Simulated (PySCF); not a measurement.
CH6Cl2Si2. Atoms are numbered in the order given.

```xyz
11

Si    -1.7089    -1.5566     0.4517
C     -0.3516    -1.2816    -0.8365
Si     0.7225     0.2137    -0.6169
Cl    -0.4474     1.9125    -0.6626
Cl     1.6762     0.1125     1.2098
H     -2.4749    -2.7898     0.0981
H     -2.6419    -0.3929     0.4706
H     -1.1052    -1.7300     1.8047
H     -0.8217    -1.2116    -1.8333
H      0.3067    -2.1681    -0.8487
H      1.7660     0.3573    -1.6624
```

Geometry: PBE0-D3(BJ)/def2-SVP. The geometry has at least one imaginary mode, so it is a saddle point at that level. The values are those of a single conformer.

The numbers are results of PBE/def2-TZVP (PySCF), not measurements.

Atomic charges (e):

```tsv
atom	Löwdin	Mulliken	IAO
Si1	0.22	0.12	0.57
C2	-0.53	___	-0.86
Si3	-0.40	___	0.94
Cl4	0.25	-0.21	-0.30
Cl5	0.25	-0.21	-0.30
H6	-0.03	-0.02	-0.10
H7	-0.03	-0.01	-0.10
H8	-0.03	-0.01	-0.10
H9	0.16	___	0.18
H10	0.16	___	0.18
H11	-0.03	-0.01	-0.11
```

**Question.** Some entries are withheld; supply them. (Estimate from the structure and the level; the computed values follow.)

**Answer.** 
- C2, Mulliken: -0.38
- Si3, Mulliken: 0.44
- H9, Mulliken: 0.14
- H10, Mulliken: 0.14

**Question.** Give the Mayer and Wiberg (Löwdin basis) orders of the bonds. (Estimate from the structure and the level; the computed values follow.)

**Answer.** 
```json
[
 {"bond": "Si1–C2", "Mayer": "0.98", "Wiberg": "1.20"},
 {"bond": "C2–Si3", "Mayer": "1.02", "Wiberg": "1.23"},
 {"bond": "Si3–Cl4", "Mayer": "1.19", "Wiberg": "1.84"},
 {"bond": "Si3–Cl5", "Mayer": "1.19", "Wiberg": "1.84"},
 {"bond": "Si1–H6", "Mayer": "0.94", "Wiberg": "0.95"},
 {"bond": "Si1–H7", "Mayer": "0.95", "Wiberg": "0.95"},
 {"bond": "Si1–H8", "Mayer": "0.95", "Wiberg": "0.95"},
 {"bond": "C2–H9", "Mayer": "0.90", "Wiberg": "0.82"},
 {"bond": "C2–H10", "Mayer": "0.90", "Wiberg": "0.82"},
 {"bond": "Si3–H11", "Mayer": "0.92", "Wiberg": "0.91"}
]
```
